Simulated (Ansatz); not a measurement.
Input for Ansatz (a quantum-chemistry and plane-wave program): U-wB97X-V/def2-TZVPP on H2IrO2 (SMILES [OH][Ir][OH]), 2S+1 = 4, a spin state set in the input, which need not be the lowest. Elements past Kr take the def2 small-core potentials; no spin–orbit coupling.

Ansatz 0.2 input:
```yaml
crystal:
  periodic: [false, false, false]
  atoms:
    - {symbol: Ir, position_ang: [0.00399771, -0.30309494, -0.06071857]}
    - {symbol: O, position_ang: [1.54145349, 0.00025788, -1.11649653]}
    - {symbol: H, position_ang: [1.63169321, 0.76564942, -1.69410003]}
    - {symbol: O, position_ang: [-1.53964868, -0.48393311, 1.01379392]}
    - {symbol: H, position_ang: [-1.69126688, 0.05086732, 1.80030699]}
basis:
  gaussian:
    orbitals: def2-TZVPP
hamiltonian:
  xc: {name: wB97X-V}
magnetization: {spin_polarized: true, initial_magnetization: 3}
```

It printed:

```
WARN ansatz: RAYON_NUM_THREADS=1 ignored (pool sized by the plan → 1); use --threads N
Functional definition: wB97X-V
integrals: 0.07 GiB planned
799 factors; their error is unknown
integrals: 0.10 GiB planned
164 factors; integrals over basis functions are off by at most 2.2e-5 eV
mean field: 0.86 GiB planned
mean field evaluation 1: about -6959.5670 eV, gradient 3.9e1 eV
mean field evaluation 2: about -6955.4195 eV, gradient 5.3e1 eV
mean field evaluation 4: about -6964.4734 eV, gradient 1.6e0 eV
mean field evaluation 8: about -6964.4932 eV, gradient 1.0e-1 eV
mean field evaluation 16: about -6964.5107 eV, gradient 4.7e-3 eV
mean field evaluation 32: about -6964.5107 eV, gradient 5.7e-4 eV
mean field evaluation 64: about -6964.5114 eV, gradient 2.1e-2 eV
mean field -6964.51225242 eV, -255.9411045605 hartree, gradient 7.4e-6 eV, S^2 3.760515; 6 other end points of the search recorded, 0 dependent functions left out
reference -6964.51225074 eV, -255.9411044989 hartree; 19, 16 occupied and 127, 130 virtual orbitals, 799 factors
Total energy: -6964.51225074 eV, -255.9411044989 hartree
```

The run converged.

Cost: roughly 40 core-seconds.
